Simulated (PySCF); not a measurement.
gallium atom (Ga), doublet. Base run: R2SCAN/6-311G** (PySCF).

Here is a job for PySCF.
```python
from pyscf import gto, scf, dft

mol = gto.Mole()
mol.atom = '''
    Ga    0.00000000    0.00000000    0.00000000
'''
mol.basis = '6-311g**'
mol.spin = 1
mol.verbose = 4
mol.build()

mf = dft.UKS(mol)
mf.xc = 'r2scan'
mf.kernel()
```

Variants of this job, named by their change:

| change | E (Eh) | HOMO (eV) | <S^2> |
|---|---|---|---|
| base | -1924.75079 | -3.23 | 0.755 |
| functional = pw6b95 | -1925.72254 | -3.69 | 0.752 |
| functional = mn12l | -1924.16054 | -2.98 | 0.755 |
| functional = bp86 | -1925.03445 | -3.06 | 0.752 |
| functional = b3lyp | -1924.82436 | -3.55 | 0.752 |
| functional = tpssh | -1924.74310 | -3.37 | 0.753 |
| functional = wb97x | -1924.80856 | -5.61 | 0.752 |
| functional = pbe0 | -1924.51433 | -3.80 | 0.753 |
| functional = m06 | -1924.72559 | -3.47 | 0.751 |
| functional = pbe0; dispersion = d4 | -1924.51433 | -3.80 | 0.753 |
| functional = wb97m_v | -1924.66631 | -5.45 | 0.752 |
| functional = revpbe | -1924.63485 | -2.96 | 0.753 |
| functional = mn15 | -1925.13167 | -4.14 | 0.752 |

Totals shift with the method and basis; they matter in differences.

Open shells are given as the SCF converged; they aren't shown to be the lowest states, and a large step between rows can be another state.
